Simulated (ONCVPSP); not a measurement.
# Configuration tests for Zn (Z = 30) (ONCV)

- Element: Zn
- Generator: ONCVPSP 4.0.1
- Type: optimised norm-conserving Vanderbilt (ONCV)
- Functional: PBE
- Relativity: scalar-relativistic
- Frozen core: [Ne]
- Valence charge: 20
- Reference configuration: 3s2 3p6 3d10 4s2
- Partial waves: 3s+4s: rc 0.90 bohr, ncon 4, nbas 8, qcut 12.4 1/bohr, 2 projectors; 3p: rc 1.10 bohr, ncon 3, nbas 6, qcut 11.2 1/bohr, 3 projectors, debl 1.6 Ha; 3d: rc 0.70 bohr, ncon 4, nbas 7, qcut 14.9 1/bohr, 3 projectors, debl 4.9 Ha
- Local potential: polynomial inside 0.45 bohr (lpopt 5, dvloc0 0 Ha)
- Core correction: polynomial model core, fcfact 0.45

In the p channel the program set the typed energies aside and used -3.065, 0.250, 1.850 Ha.

Energies are relative to the spin-unpolarised reference configuration 3s2 3p6 3d10 4s2; without spin polarisation the order of configurations can differ from experiment.

```csv
valence configuration,charge,ΔE all-electron (eV),error AE − PS (meV)
3s2 3p6 3d10 4s1,+1,9.889,-0.3
3s2 3p6 3d9 4s0,+3,68.865,-2.0
3s2 3p5 3d10 4s2,+1,92.032,+8.1
```

**Question.** What are ΔE and the potential's error for 3s2 3p6 3d10 4s0?

**Answer.** ΔE = 28.331 eV all-electron; the error (AE − PS) is -0.3 meV.

Levels in the configuration 3s2 3p6 3d9 4s0:

```
level  all-electron (eV)  pseudo (eV)
   3s           -171.079     -171.090
   3p           -125.064     -125.068
   3d            -50.718      -50.714
```

Note: ghosts flagged at negative energy: d at -960.8 eV; GHOST(+) flagged for s at 402.5 eV. A true bound ghost makes a file unfit for plane-wave use.
